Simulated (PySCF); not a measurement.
Isomers of C7H12O, one conformer each; single-point electronic energies without zero-point terms and without any empirical dispersion term.

All values: CAM-B3LYP/def2-SVPD (PySCF, non-relativistic), each on one gas-phase PBE0-D3(BJ)/def2-SVP geometry that isn't relaxed in the solvent. The solvent is an IEF-PCM continuum (cavity from Bondi-type radii × 1.2). Specific hydrogen bonds and non-electrostatic terms are outside this model.

| isomer | relative energy, gas (kJ/mol) | dipole (D) |
| --- | --- | --- |
| `CC[C@@H]1CCC(=O)C1` | 0.0 | 3.45 |
| `CO[C@@H]1C[C@@H]2CC[C@@H]21` | 212.3 | 1.26 |

Task: How do the relative energies look in acetone (ε = 20.49)?

Result: 
```json
{"isomer": "`CC[C@@H]1CCC(=O)C1`", "relative energy, solvent (kJ/mol)": "0.0", "E(solvent) − E(gas) (kJ/mol)": "-24.5", "dipole in solvent (D)": "4.38"}
{"isomer": "`CO[C@@H]1C[C@@H]2CC[C@@H]21`", "relative energy, solvent (kJ/mol)": "226.3", "E(solvent) − E(gas) (kJ/mol)": "-10.6", "dipole in solvent (D)": "1.79"}
```

The order is unchanged. Conformers: `[CH3:1][CH2:2][C@@H:3]1[CH2:4][CH2:5][C:6](=[O:7])[CH2:8]1` with C1–C2–C3–C4 -177°, C2–C3–C4–C5 -164°, C3–C4–C5–C6 31°, C4–C5–C6–O7 168°, C5–C6–C8–C3 -12°; `[CH3:1][O:2][C@@H:3]1[CH2:4][C@@H:5]2[CH2:6][CH2:7][C@H:8]12` with C1–O2–C3–C4 176°. `CC[C@@H]1CCC(=O)C1` gains most from the continuum, and it has the largest gas-phase dipole. The gains span 13.9 kJ/mol, the gas-phase energies 212.3 kJ/mol.
